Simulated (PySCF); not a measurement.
Cl₃H₃HfOSi, SMILES [SiH3][O][Hf]([Cl])([Cl])[Cl] (connectivity only; charge and spin as stated), charge -1, multiplicity 2.

Geometry: PBE0-D3(BJ)/def2-SVPD. A frequency run showed that this geometry is not a minimum. The multiplicity is an assumed one; no other spin state was optimised. The isomer is the one that the SMILES or the coordinates give; other isomers of the formula were not compared. The def2 effective core potentials stand for the cores of Hf; spin–orbit coupling is left out. The values are those of a single conformer.

Level of theory: PBE0-D3(BJ)/def2-SVPD (PySCF 2.14.0).

Frequencies are harmonic and unscaled.

```json
[
 {"mode": "1", "ν (cm⁻¹)": "35i", "IR (km/mol)": "0.0", "moving atoms (share of kinetic energy)": "H 98 %"},
 {"mode": "2", "ν (cm⁻¹)": "18", "IR (km/mol)": "0.1", "moving atoms (share of kinetic energy)": "Si 40 %, Cl 35 %, H 13 %"},
 {"mode": "3", "ν (cm⁻¹)": "28", "IR (km/mol)": "0.1", "moving atoms (share of kinetic energy)": "Cl 44 %, Si 28 %, H 10 %, O 9 %, Hf 8 %"},
 {"mode": "4", "ν (cm⁻¹)": "64", "IR (km/mol)": "0.8", "moving atoms (share of kinetic energy)": "Cl 80 %, Hf 15 %"},
 {"mode": "5", "ν (cm⁻¹)": "90", "IR (km/mol)": "6.6", "moving atoms (share of kinetic energy)": "Cl 64 %, Hf 17 %, O 15 %"},
 {"mode": "6", "ν (cm⁻¹)": "101", "IR (km/mol)": "6.8", "moving atoms (share of kinetic energy)": "Cl 89 %, Hf 9 %"},
 {"mode": "7", "ν (cm⁻¹)": "109", "IR (km/mol)": "3.2", "moving atoms (share of kinetic energy)": "O 54 %, Cl 27 %, Hf 12 %"},
 {"mode": "8", "ν (cm⁻¹)": "180", "IR (km/mol)": "11.4", "moving atoms (share of kinetic energy)": "O 76 %, Cl 14 %"},
 {"mode": "9", "ν (cm⁻¹)": "285", "IR (km/mol)": "49.8", "moving atoms (share of kinetic energy)": "Cl 86 %, Hf 12 %"},
 {"mode": "10", "ν (cm⁻¹)": "297", "IR (km/mol)": "135.2", "moving atoms (share of kinetic energy)": "Cl 75 %, Hf 25 %"},
 {"mode": "11", "ν (cm⁻¹)": "299", "IR (km/mol)": "42.5", "moving atoms (share of kinetic energy)": "Cl 94 %"},
 {"mode": "12", "ν (cm⁻¹)": "349", "IR (km/mol)": "64.3", "moving atoms (share of kinetic energy)": "Si 54 %, Hf 22 %, O 16 %, H 8 %"},
 {"mode": "13", "ν (cm⁻¹)": "719", "IR (km/mol)": "38.2", "moving atoms (share of kinetic energy)": "H 84 %, Si 9 %"},
 {"mode": "14", "ν (cm⁻¹)": "721", "IR (km/mol)": "52.0", "moving atoms (share of kinetic energy)": "H 83 %, Si 9 %"},
 {"mode": "15", "ν (cm⁻¹)": "949", "IR (km/mol)": "64.6", "moving atoms (share of kinetic energy)": "H 96 %"},
 {"mode": "16", "ν (cm⁻¹)": "950", "IR (km/mol)": "61.7", "moving atoms (share of kinetic energy)": "H 96 %"},
 {"mode": "17", "ν (cm⁻¹)": "969", "IR (km/mol)": "567.8", "moving atoms (share of kinetic energy)": "H 81 %, Si 16 %"},
 {"mode": "18", "ν (cm⁻¹)": "1036", "IR (km/mol)": "493.1", "moving atoms (share of kinetic energy)": "O 75 %, Si 14 %, H 11 %"},
 {"mode": "19", "ν (cm⁻¹)": "2183", "IR (km/mol)": "171.7", "moving atoms (share of kinetic energy)": "H 96 %"},
 {"mode": "20", "ν (cm⁻¹)": "2186", "IR (km/mol)": "165.4", "moving atoms (share of kinetic energy)": "H 96 %"},
 {"mode": "21", "ν (cm⁻¹)": "2198", "IR (km/mol)": "166.3", "moving atoms (share of kinetic energy)": "H 99 %"}
]
```
